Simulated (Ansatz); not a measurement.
Stepwise reaction of `O=C=[N][Al]([F])[F]` with hydrogen chloride, as a gas-phase model of exchange steps in deposition or etching. ΔE in kJ/mol; ΔG adds harmonic PBE0-D4 terms to CCSD(T)/CBS, at 1 bar.

Gas-phase electronic energies from Ansatz, PBE0-D4/def2-TZVP geometries. CCSD(T)/CBS adds triple-zeta CCSD(T) − MP2 to the extrapolated MP2 energy (def2 sets, frozen cores). This one scheme is used for every species. DFT in def2-TZVPP. B3LYP here is the variant with VWN-RPA as its local correlation; programs differ in this. One conformer a species, not always the lowest.

| step | reaction | PBE-D4 | B3LYP-D4 | ωB97M-V | CCSD(T)/CBS | ΔG(600 K) |
| --- | --- | --- | --- | --- | --- | --- |
| 1 | `O=C=[N][Al]([F])[F]` + HCl → `O=C=[N][Al]([F])[Cl]` + H–F | 17.2 | 23.1 | 20.5 | 19.3 | 21.9 |

Problem. Give the row of step 2, `O=C=[N][Al]([F])[Cl]` + HCl → `O=C=[N][Al]([Cl])[Cl]` + H–F. (An estimate is asked.)

Solution. Ansatz gave: 
| step | reaction | PBE-D4 | B3LYP-D4 | ωB97M-V | CCSD(T)/CBS | ΔG(600 K) |
| --- | --- | --- | --- | --- | --- | --- |
| 2 | `O=C=[N][Al]([F])[Cl]` + HCl → `O=C=[N][Al]([Cl])[Cl]` + H–F | 17.8 | 23.8 | 21.5 | 19.3 | 27.5 |

Problem. By hand: ΔE of the 2 steps together at CCSD(T)/CBS.

Solution. (19.3) + (19.3) = 38.6 kJ/mol, or 19.3 kJ/mol a step.

In ΔE the steps differ by no more than 0.0 kJ/mol. All are uphill at CCSD(T)/CBS. ΔG lies between 21.9 and 27.5 kJ/mol a step. PBE-D4 differs from CCSD(T)/CBS by -2.1 to -1.5 kJ/mol a step. Isolated molecules leave out the surface, adducts and barriers. Largest T1 diagnostic: 0.015.
